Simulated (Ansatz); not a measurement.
`[OH][Al]([OH])[F]` + H–F → `[OH][Al]([F])[F]` + H₂O at 298.15 K and 1 bar (ligand exchange at the Al–O bond).

Computed with Ansatz on PBE0-D4/def2-TZVP structures; ΔE is electronic, products minus reactants. CCSD(T)/CBS adds triple-zeta CCSD(T) − MP2 to the extrapolated MP2 energy (def2 sets, frozen cores). This one scheme is used for every species. One conformer a species, not always the lowest.

```csv
species,CCSD(T)/CBS energy (Eh),H − E (kJ/mol),S (J/(mol·K))
`[OH][Al]([OH])[F]`,-493.56273,96.2,300.8
H–F,-100.39570,33.5,173.6
`[OH][Al]([F])[F]`,-517.59653,65.4,299.2
H₂O,-76.37941,66.4,188.7
```

H − E and S are ideal-gas, rigid-rotor, harmonic terms from PBE0-D4/def2-TZVP, for one conformer and one mirror image of each species. 1 Eh = 2625.50 kJ/mol, R = 8.31446 J/(mol·K).

Question: By hand: ΔE, ΔH, ΔS and ΔG.

Answer: ΔE = (-517.59653) + (-76.37941) − (-493.56273) − (-100.39570) = -0.01751 Eh = -46.0 kJ/mol. Δ(H − E) = 65.4 + 66.4 − 96.2 − 33.5 = 2.1, so ΔH = -43.9 kJ/mol. ΔS = 299.2 + 188.7 − 300.8 − 173.6 = 13.5 J/(mol·K). ΔG = -43.9 − 298.15 × (13.5)/1000 = -47.9 kJ/mol.

Question: By hand: the equilibrium constant, and the temperature at which ΔG would vanish if ΔH and ΔS stayed fixed.

Answer: log₁₀ K = −ΔG/(RT ln 10) = 8.4. ΔH and −TΔS have one sign here, so there is no such temperature.

The number of gas molecules stays the same, so ΔS is small and ΔH decides. A doubt of 5 kJ/mol in ΔE shifts log₁₀ K by 0.9 here. Other conformers and mirror images would add mixing entropy, several J/(mol·K) or more a flexible species. These are equilibria of isolated gas molecules and say nothing of rates. Largest T1 diagnostic: 0.013 (customary marks: 0.02 for closed shells, 0.045 for open ones).
